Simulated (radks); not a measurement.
All-electron atom: H in 1s1.

Calculated with a radial shooting solver on a logarithmic mesh with Libxc functionals: scalar-relativistic Kohn-Sham, PBEsol, spin-unpolarised, spherical densities, finite nucleus; Gaussian nuclear charge, rms radius 0.8783 fm; without spin polarisation the odd electron is poorly described.

Energy parts (eV):
| part | energy |
|---|---|
| total | -12.242 |
| kinetic | 11.860 |
| electron-nucleus | -25.381 |
| Hartree | 7.800 |
| exchange-correlation | -6.522 |

Orbitals (lengths in bohr, moments of r in powers of bohr; <r^-3> diverges for s and p1/2; r(90%) holds 90 % of the orbital's charge):
orbital  occ.  eigenvalue (eV)  <r^2>  <r^-3>  r(90%)
1s          1          -6.3320  3.726       -    2.98

The highest occupied level is 1s at -6.332 eV. The electron density at the nucleus is 0.2817 e/bohr^3 (large components only). Summed over all electrons, <r^2> = 3.726 bohr^2, which gives a Langevin (diamagnetic) susceptibility term of -2.95 x 10^-6 cm^3/mol. The density falls to 0.001 e/bohr^3 at r = 3.00 bohr. For comparison, the ionisation energy in NIST's Atomic Spectra Database is 13.598 eV (theoretical). In exact Kohn-Sham theory the highest level is minus the ionisation energy, but local and semilocal functionals leave it too shallow, through self-interaction and a potential that decays too fast; potentials with the right tail come closer.
